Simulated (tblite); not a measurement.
Record of a relaxation.

C4H7N3O2Si.
Atom-mapped SMILES: `[CH3:1][O:2][C:3](=[O:4])[c:5]1[n:6][cH:7][n:8]([SiH3:9])[n:10]1` (hydrogens: H11, H12, H13 on C1; H14 on C7; H15, H16, H17 on Si9)

Computed with GFN2-xTB (tblite), gas phase: L-BFGS steps from a force-field or distance-geometry start until the largest atomic force falls under 0.01 eV/Å. 7 of its 52 geometries are shown.

Step 0: E = -837.7032 eV, largest atomic force 2.507 eV/Å
```
atom  x, y, z in Å  |  force x, y, z in eV/Å
C1      3.843    0.272    0.166   -0.218   0.167   0.385
O2      2.469    0.217    0.580   -0.114  -0.173  -0.872
C3      1.583    0.066   -0.431    0.493   0.078  -1.464
O4      1.900    0.009   -1.626   -0.572   0.070   2.440
C5      0.179    0.008    0.057   -0.768  -0.086  -0.159
N6     -0.178    0.087    1.389    0.314  -0.046  -0.819
C7     -1.482   -0.002    1.378    0.942   0.039  -0.147
N8     -1.909   -0.129    0.105   -1.274  -0.141  -0.356
Si9    -3.600   -0.291   -0.361   -1.317   0.090  -0.521
N10    -0.891   -0.130   -0.763    1.176   0.247   2.015
H11     3.993    1.140   -0.483    0.002  -0.203  -0.086
H12     4.118   -0.653   -0.342   -0.030   0.090  -0.142
H13     4.456    0.389    1.065   -0.302  -0.040  -0.078
H14    -2.123    0.016    2.249    0.229   0.000  -0.426
H15    -4.037    0.847   -1.235    0.442  -0.443   0.388
H16    -4.465   -0.253    0.869    0.657   0.010  -0.367
H17    -3.863   -1.581   -1.047    0.340   0.341   0.210
```

Step 8: E = -837.9671 eV, largest atomic force 0.250 eV/Å
```
atom  x, y, z in Å  |  force x, y, z in eV/Å
C1      3.802    0.272    0.166   -0.017  -0.015  -0.020
O2      2.437    0.206    0.565   -0.018   0.010  -0.168
C3      1.551    0.071   -0.428   -0.007  -0.025  -0.079
O4      1.862    0.004   -1.590    0.015   0.001  -0.115
C5      0.158    0.011    0.064    0.133  -0.009  -0.010
N6     -0.157    0.088    1.384   -0.009   0.008  -0.063
C7     -1.451   -0.004    1.377   -0.152   0.006   0.100
N8     -1.944   -0.135    0.123    0.058   0.013   0.008
Si9    -3.633   -0.292   -0.401    0.013   0.033  -0.026
N10    -0.898   -0.123   -0.715    0.026   0.002  -0.038
H11     3.985    1.114   -0.508   -0.137   0.057   0.105
H12     4.106   -0.632   -0.369   -0.108  -0.065   0.100
H13     4.366    0.384    1.088    0.040   0.004  -0.020
H14    -2.081    0.021    2.234   -0.114  -0.003   0.223
H15    -3.963    0.861   -1.242    0.121  -0.118   0.047
H16    -4.359   -0.245    0.875    0.064   0.000  -0.051
H17    -3.788   -1.590   -1.055    0.094   0.101   0.007
```

Step 17: E = -837.9920 eV, largest atomic force 0.089 eV/Å
```
atom  x, y, z in Å  |  force x, y, z in eV/Å
C1      3.773    0.270    0.166    0.007  -0.003  -0.009
O2      2.405    0.202    0.540    0.027   0.008   0.018
C3      1.531    0.067   -0.459    0.030  -0.005  -0.004
O4      1.835    0.000   -1.622   -0.001   0.004   0.016
C5      0.153    0.010    0.063    0.004  -0.005  -0.012
N6     -0.147    0.090    1.388    0.000   0.005  -0.008
C7     -1.444    0.001    1.403   -0.007  -0.007   0.021
N8     -1.942   -0.130    0.152    0.001  -0.006   0.000
Si9    -3.609   -0.290   -0.405   -0.043   0.001  -0.001
N10    -0.912   -0.124   -0.700   -0.006   0.006  -0.026
H11     3.944    1.124   -0.493    0.005  -0.028  -0.019
H12     4.069   -0.645   -0.353    0.002   0.024  -0.027
H13     4.339    0.382    1.087   -0.036   0.001   0.009
H14    -2.072    0.022    2.267    0.019   0.012   0.086
H15    -3.889    0.857   -1.261    0.028  -0.040   0.016
H16    -4.322   -0.243    0.875   -0.052  -0.010  -0.070
H17    -3.718   -1.581   -1.076    0.024   0.045   0.011
```

Step 26: E = -837.9995 eV, largest atomic force 0.056 eV/Å
```
atom  x, y, z in Å  |  force x, y, z in eV/Å
C1      3.762    0.268    0.159    0.003   0.000  -0.004
O2      2.395    0.201    0.531    0.024   0.008   0.029
C3      1.521    0.066   -0.468    0.031  -0.007  -0.005
O4      1.830   -0.001   -1.629   -0.056   0.000  -0.003
C5      0.145    0.010    0.063    0.003  -0.009  -0.006
N6     -0.134    0.091    1.392    0.016   0.010   0.004
C7     -1.430    0.004    1.431    0.013  -0.001   0.024
N8     -1.949   -0.128    0.189    0.001  -0.001   0.010
Si9    -3.603   -0.289   -0.406   -0.032  -0.009  -0.026
N10    -0.932   -0.124   -0.681   -0.003   0.008  -0.007
H11     3.935    1.121   -0.502    0.005  -0.010   0.003
H12     4.059   -0.645   -0.363    0.004   0.012   0.003
H13     4.319    0.381    1.085    0.006  -0.003  -0.024
H14    -2.029    0.029    2.316   -0.037  -0.001   0.021
H15    -3.839    0.852   -1.281    0.001   0.005   0.016
H16    -4.390   -0.252    0.830    0.020  -0.001  -0.052
H17    -3.668   -1.572   -1.096    0.002   0.000   0.016
```

Step 34: E = -838.0011 eV, largest atomic force 0.040 eV/Å
```
atom  x, y, z in Å  |  force x, y, z in eV/Å
C1      3.763    0.268    0.152   -0.004  -0.002  -0.012
O2      2.396    0.201    0.527    0.016   0.003   0.022
C3      1.515    0.065   -0.465    0.027   0.003  -0.001
O4      1.811   -0.003   -1.631   -0.007  -0.001   0.003
C5      0.142    0.010    0.073    0.009   0.000   0.011
N6     -0.133    0.092    1.402   -0.002   0.002   0.017
C7     -1.430    0.005    1.445   -0.004  -0.001   0.005
N8     -1.952   -0.127    0.204   -0.001  -0.001  -0.008
Si9    -3.595   -0.290   -0.419   -0.039  -0.005   0.004
N10    -0.937   -0.123   -0.668    0.015   0.002   0.001
H11     3.936    1.120   -0.508   -0.001  -0.003  -0.003
H12     4.060   -0.645   -0.369    0.000   0.002  -0.005
H13     4.324    0.380    1.077   -0.011  -0.002  -0.024
H14    -2.027    0.031    2.332   -0.022  -0.001   0.005
H15    -3.824    0.860   -1.283    0.014  -0.006  -0.013
H16    -4.407   -0.254    0.798   -0.002   0.000   0.009
H17    -3.652   -1.578   -1.098    0.013   0.011  -0.010
```

Step 42: E = -838.0028 eV, largest atomic force 0.031 eV/Å
```
atom  x, y, z in Å  |  force x, y, z in eV/Å
C1      3.770    0.267    0.133   -0.017   0.001   0.010
O2      2.409    0.203    0.531   -0.016  -0.013   0.011
C3      1.512    0.065   -0.446   -0.010   0.021   0.002
O4      1.788   -0.003   -1.617    0.016  -0.007   0.009
C5      0.142    0.011    0.102    0.000   0.016   0.000
N6     -0.145    0.095    1.429    0.002  -0.019   0.003
C7     -1.442    0.004    1.462   -0.002   0.009   0.003
N8     -1.954   -0.127    0.217    0.006   0.008  -0.006
Si9    -3.591   -0.290   -0.428    0.002   0.000  -0.010
N10    -0.932   -0.120   -0.647    0.008  -0.018  -0.005
H11     3.935    1.120   -0.529   -0.007  -0.015  -0.005
H12     4.060   -0.647   -0.390   -0.015   0.016  -0.004
H13     4.340    0.379    1.052    0.027   0.001  -0.015
H14    -2.053    0.029    2.339    0.007   0.002   0.020
H15    -3.795    0.859   -1.299   -0.005  -0.003  -0.002
H16    -4.424   -0.257    0.775    0.011   0.000  -0.006
H17    -3.623   -1.575   -1.114   -0.007   0.000  -0.004
```

Step 51: E = -838.0038 eV, largest atomic force 0.009 eV/Å
```
atom  x, y, z in Å  |  force x, y, z in eV/Å
C1      3.768    0.266    0.124   -0.001   0.001  -0.005
O2      2.413    0.204    0.544    0.001  -0.005   0.002
C3      1.510    0.067   -0.429   -0.001   0.008   0.002
O4      1.784   -0.002   -1.600    0.000  -0.003   0.004
C5      0.141    0.013    0.119    0.001   0.007  -0.001
N6     -0.151    0.095    1.445    0.005  -0.007   0.001
C7     -1.449    0.005    1.472    0.004   0.004   0.001
N8     -1.956   -0.126    0.224    0.005   0.003   0.000
Si9    -3.585   -0.291   -0.439    0.003   0.000   0.001
N10    -0.930   -0.119   -0.635    0.004  -0.007  -0.002
H11     3.920    1.116   -0.545   -0.002   0.006  -0.003
H12     4.045   -0.648   -0.406   -0.003  -0.004   0.002
H13     4.361    0.379    1.028   -0.008  -0.002   0.000
H14    -2.059    0.030    2.350   -0.004  -0.001  -0.002
H15    -3.783    0.858   -1.313   -0.001  -0.003   0.003
H16    -4.426   -0.259    0.758    0.000  -0.001  -0.006
H17    -3.612   -1.574   -1.128   -0.002   0.003   0.003
```

**Question.** Summarise the path.

**Answer.** The energy falls by 29.01 kJ/mol from step 0 to step 51; nine tenths of that is first reached at step 10. It falls at every step. The largest force goes from 2.507 to 0.009 eV/Å. Among the bonds Si9–H15 changes most, from 1.500 to 1.457 Å; the atoms move by 0.131 Å rms after alignment.

**Question.** Follow the three bonds and two angles with the largest change from start to end.

**Answer.** 
```tsv
step	E above end (kJ/mol)	largest force (eV/Å)	Si9–H15 (Å)	Si9–H16 (Å)	C5–N10 (Å)	C7–N8–Si9 (°)	N8–Si9–H16 (°)
0	29.01	2.507	1.500	1.505	1.355	124.2	109.4
2	10.01	0.689	1.463	1.478	1.308	126.3	107.4
4	7.22	0.236	1.450	1.464	1.323	127.1	105.9
7	4.40	0.389	1.460	1.463	1.320	128.6	103.1
9	2.96	0.191	1.465	1.471	1.318	128.9	101.6
11	2.07	0.168	1.457	1.467	1.318	128.9	100.8
13	1.57	0.117	1.453	1.460	1.317	129.5	100.3
16	1.23	0.105	1.458	1.464	1.316	130.3	100.3
18	1.08	0.089	1.459	1.466	1.316	130.6	100.6
20	0.88	0.104	1.456	1.464	1.317	131.0	101.2
22	0.62	0.073	1.454	1.462	1.316	131.8	102.1
24	0.50	0.057	1.456	1.463	1.316	132.4	102.5
27	0.39	0.059	1.458	1.466	1.316	132.9	102.5
29	0.35	0.048	1.457	1.464	1.316	133.3	102.5
31	0.30	0.039	1.457	1.462	1.316	133.7	102.6
33	0.28	0.025	1.457	1.462	1.316	133.8	102.7
35	0.25	0.044	1.457	1.463	1.316	133.7	102.8
38	0.18	0.039	1.457	1.463	1.316	133.7	103.1
40	0.14	0.048	1.457	1.463	1.316	133.9	103.1
42	0.09	0.031	1.457	1.463	1.316	134.1	103.1
44	0.07	0.032	1.457	1.464	1.316	134.1	103.0
47	0.03	0.027	1.456	1.463	1.316	134.4	102.9
49	0.01	0.030	1.457	1.463	1.316	134.5	102.8
51	0.00	0.009	1.457	1.463	1.316	134.4	102.8
```

What follows is the cost of the whole relaxation. Time: 0.4 s wall. Hardware: an Arm Neoverse V1 with one thread, shared host with 32 logical CPUs at a one-minute load of 11.
